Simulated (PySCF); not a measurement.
**`InChI=1S/C5H7NOSe/c1-6-5-2-4(7)3-8-5/h2-3,6-7H,1H3`**

Geometry:
| atom | x (Å) | y (Å) | z (Å) |
| --- | --- | --- | --- |
| C1 | 2.660 | -0.362 | -0.212 |
| N2 | 1.562 | 0.542 | -0.442 |
| C3 | 0.276 | 0.072 | -0.343 |
| C4 | -0.855 | 0.825 | -0.220 |
| C5 | -2.070 | 0.083 | -0.232 |
| O6 | -3.294 | 0.671 | -0.122 |
| C7 | -1.932 | -1.263 | -0.348 |
| Se8 | -0.142 | -1.759 | -0.481 |
| H9 | 2.674 | -0.762 | 0.811 |
| H10 | 2.569 | -1.202 | -0.906 |
| H11 | 3.597 | 0.155 | -0.409 |
| H12 | 1.687 | 1.471 | -0.065 |
| H13 | -0.835 | 1.899 | -0.125 |
| H14 | -3.180 | 1.625 | -0.050 |
| H15 | -2.722 | -1.986 | -0.384 |

Level of theory: PySCF, GIAO B3LYP/pcSseg-1 magnetisability, rotational g tensor and spin-rotation constants, non-relativistic, gas phase. Geometry: GFN2-xTB.

The calculation is non-relativistic, which matters for the atoms heavier than Zn.

Task: Give the nuclear spin-rotation constants along the inertial axes (H = +C I·J) beside the isotropic shieldings.

Result: Rotational constants 2.4771, 1.1518, 0.7926 GHz. A star marks the isotopologue with that one atom substituted, in its own axes.
```csv
atom,isotope,Caa (kHz),Cbb (kHz),Ccc (kHz),mean (kHz),σ (ppm)
N2,14N,0.180,0.072,0.047,0.100,178.5
H9,1H,-0.245,-0.109,0.017,-0.113,28.9
H10,1H,-0.238,-0.008,-0.059,-0.102,29.1
H11,1H,-0.053,-0.056,-0.083,-0.064,28.8
H12,1H,-0.302,0.042,-0.086,-0.115,28.5
H13,1H,-0.224,0.097,-0.099,-0.075,26.4
H14,1H,-0.283,0.048,-0.099,-0.112,28.0
H15,1H,-0.073,0.026,-0.094,-0.047,26.3
C1,13C*,0.379,0.218,0.146,0.248,145.0
C3,13C*,1.194,0.543,0.172,0.636,5.5
C4,13C*,0.689,0.407,0.146,0.414,83.6
C5,13C*,1.223,0.424,0.186,0.611,21.3
O6,17O*,-0.327,-0.221,-0.090,-0.213,217.0
C7,13C*,0.877,0.320,0.130,0.442,88.4
Se8,77Se*,5.510,2.181,1.549,3.080,1274.7
```
For the geometry as given, no vibrational averaging.

Task: How do the rotational constants and the g tensor change when H9, H10, H11, H12, H13, H14, H15 are replaced by deuterium?

Result: Constants 2.2233, 1.0309, 0.7129 GHz; g -0.0179, -0.0150, 0.0047, against -0.0196, -0.0168, 0.0054 before.
